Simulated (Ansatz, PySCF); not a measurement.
Reaction (SMILES): [SiH3]c1n[c-]cs1 -> [SiH2-]c1nccs1
Geometries: B3LYP-D3(BJ)/def2-TZVP minima from Ansatz (an electronic-structure program), one conformer each, not searched for the lowest. Unstable Hartree-Fock reference: [SiH3]c1n[c-]cs1.

Wanted: isomerisation energy (enthalpy at 298 K, with B3LYP-D3(BJ) rigid-rotor harmonic-oscillator terms from PySCF), in kcal/mol. Correlated levels leave the core frozen unless marked. Spin-orbit coupling is left out. Non-relativistic. Anions need diffuse functions: aug- sets have them; def2-D sets add few; the other sets have none. CBS marks a two-point X^-3 extrapolation of the correlation energy; Hartree-Fock from the larger set.

```
level                                                program  isomerisation energy (kcal/mol)
--------------------------------------------  --------------  -------------------------------
BLYP/def2-TZVPD                                       Ansatz                                …
r2SCAN-D3(BJ)/def2-TZVPD                      Ansatz + dftd3                            -23.7
HSE06-D3(BJ)/def2-TZVPD                       Ansatz + dftd3                                …
B2GP-PLYP/def2-TZVPD                                  Ansatz                                …
CCSD/cc-pV(Q+d)Z                                      Ansatz                            -25.7
CCSD(T)/CBS(aug-cc-pV(T+d)Z,aug-cc-pV(Q+d)Z)          Ansatz                            -23.0
```

Complete the blanks.


- BLYP/def2-TZVPD, isomerisation energy (kcal/mol): -22.2
- HSE06-D3(BJ)/def2-TZVPD, isomerisation energy (kcal/mol): -26.8
- B2GP-PLYP/def2-TZVPD, isomerisation energy (kcal/mol): -22.6
